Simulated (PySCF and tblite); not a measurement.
Values are calculated unless marked as measured or tabulated.
System: C₆H₇NSe, numbered as in [CH3:1]/[CH:2]=[CH:3]\[Se:4]/[CH:5]=[CH:6]\[C:7]#[N:8].

Motion: rotation about the C5–Se4 bond (torsion C6–C5–Se4–C3 from -180° to -17°, rising). GFN2-xTB gives an electronic barrier of 5.8 kcal/mol and a reaction energy of 0.8 kcal/mol.

Spin–orbit effects of heavy atoms on shieldings are missing.

CAM-B3LYP/pcSseg-1 + D3(BJ) on GFN2-xTB geometries gives 4.6 kcal/mol and k(298 K) = 3.8×10⁹ s⁻¹.

Question: What does B97-D/pcSseg-1 + D3(BJ) give on GFN2-xTB geometries?

Answer: A barrier of 5.8 kcal/mol, 1.2 above the first DFT barrier (from unrounded values), a reaction energy of 0.6 kcal/mol and, with GFN2-xTB thermal terms, ΔG‡(298 K) = 6.0 kcal/mol and k = 5×10⁸ s⁻¹ (2 equivalent paths).

Programs: tblite and PySCF.
